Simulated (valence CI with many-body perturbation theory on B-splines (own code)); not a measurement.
# Hf⁵⁹⁺: calculated level list

Computed by valence CI with perturbative core correlation (CI+MBPT): three valence electrons over a frozen Dirac-Fock core [Ne], a basis of 11 s, 11 p, 10 d, 8 f, 5 g, 2 h functions for each j, with the one-electron correlation potential Σ1, the two-electron term Σ2, the three-electron term Σ3, Breit, model QED; selected CI, second order for the rest, scaled by the run's own slope (own B-spline code, finite nucleus).

The last digits are not significant, and no measured levels were compared; by estimate large intervals hold to a few tenths of a per cent, small ones and those within an open d or f shell to about a per cent.

Levels 136 to 157 of 157, with energies above the lowest level, (3s^2 3p1/2) J=1/2. "Leading %" is the weight of the configuration and term that name the level; weights of strongly mixed levels are sums over their largest components and can fall short. In the jj column 3d3/2^4 stands for four electrons in 3d with j = 3/2.

```csv
No.,Configuration,Term,J,E (Ry),Leading %,g,Leading jj,Second component
136,3d3,2D,5/2,147.74,42,1.245,3d3/2^2 3d5/2 (95 %),34 % 3d3 4P
137,3d3,4F,7/2,150.23,66,1.112,3d3/2 3d5/2^2 (98 %),32 % 3d3 2G
138,3d3,4F,9/2,150.53,51,1.129,3d3/2 3d5/2^2 (98 %),41 % 3d3 2H
139,3d3,4P,3/2,151.10,41,1.111,3d3/2 3d5/2^2 (99 %),38 % 3d3 2D
140,3d3,2H,11/2,151.19,100,1.079,3d3/2 3d5/2^2 (100 %),
141,3d3,2P,1/2,151.36,58,1.492,3d3/2 3d5/2^2 (99 %),42 % 3d3 4P
142,3d3,2D,5/2,151.42,40,1.282,3d3/2 3d5/2^2 (95 %),37 % 3d3 4P
143,3d3,2F,5/2,152.09,43,1.091,3d3/2 3d5/2^2 (98 %),41 % 3d3 2D
144,3d3,2F,7/2,152.09,80,1.086,3d3/2 3d5/2^2 (98 %),18 % 3d3 2G
145,3d3,2D,3/2,153.82,77,0.888,3d3/2 3d5/2^2 (95 %),17 % 3d3 2P
146,3d3,2G,9/2,155.84,50,1.158,3d5/2^3 (99 %),37 % 3d3 4F
147,3d3,2D,3/2,157.12,44,1.124,3d5/2^3 (95 %),40 % 3d3 2P
148,3d3,2D,5/2,157.95,60,1.161,3d5/2^3 (96 %),22 % 3d3 2F
149,3s2 4s,2S,1/2,206.71,99,1.993,3s^2 4s (99 %),
150,3s2 4p,2P°,1/2,211.99,98,0.663,3s^2 4p1/2 (98 %),
151,3s 3p 4s,4P°,1/2,216.71,85,2.367,3s 3p1/2 4s (99 %),14 % 3s 3p 4s 2P°
152,3s 3p 4s,4P°,3/2,217.56,59,1.555,3s 3p1/2 4s (96 %),38 % 3s 3p 4s 2P°
153,3s 3p 4s,2P°,1/2,218.49,94,0.757,3s 3p1/2 4s (99 %),5 % 3s 3p 4s 4P°
154,3s 3p 4p,4D,1/2,221.60,71,0.287,3s 3p1/2 4p1/2 (100 %),20 % 3s 3p 4p 2P
155,3s2 4p,2P°,3/2,221.62,96,1.338,3s^2 4p3/2 (96 %),
156,3s 3p 4p,4D,3/2,222.52,40,1.115,3s 3p1/2 4p1/2 (98 %),31 % 3s 3p 4p 2D
157,3s 3p 4p,4P,1/2,223.64,48,1.967,3s 3p1/2 4p1/2 (99 %),29 % 3s 3p 4p 2S
```
